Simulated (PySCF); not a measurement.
**Question.** Write Cartesian coordinates for `C=N[SiH2]C[SiH3]` as optimised with PBE0-D3(BJ)/def2-SVP.

**Answer.** 
```
atom  x, y, z in Å
C1    -2.2533    0.0347    0.9712
N2    -1.1364   -0.1343    0.4120
Si3   -0.4741    0.8213   -0.9064
C4     1.1902    1.4572   -0.3343
Si5    2.1834    0.1907    0.6533
H6    -2.9906    0.8171    0.6848
H7    -2.5660   -0.6157    1.8100
H8    -0.2980   -0.1026   -2.0655
H9    -1.3978    1.9387   -1.3068
H10    1.7746    1.7695   -1.2162
H11    1.0503    2.3542    0.2928
H12    1.6179    0.0252    2.0237
H13    2.1915   -1.1320   -0.0421
H14    3.6014    0.6542    0.7846
```

Any rigid rotation of these coordinates is as good. Atoms count from 1 in this order. N2 (C=N nitrogen) is bent (angle 126.4°). Si3 (SiH2 silicon) is tetrahedral (angles from 106.9° to 112.0°). Si5 (SiH3 silicon) is tetrahedral (angles from 108.0° to 110.8°).

Bonds between heavy atoms (Å): C1=N2 1.260, N2–Si3 1.758, Si3–C4 1.871, C4–Si5 1.888.

Theory: PySCF, PBE0-D3(BJ)/def2-SVP geometry optimisation, gas phase.

Point group: C1 (no symmetry element, even within 0.4 Å). No frequency check. One conformer, not necessarily the lowest (C1–N2–Si3–C4 124°, N2–Si3–C4–Si5 40°).
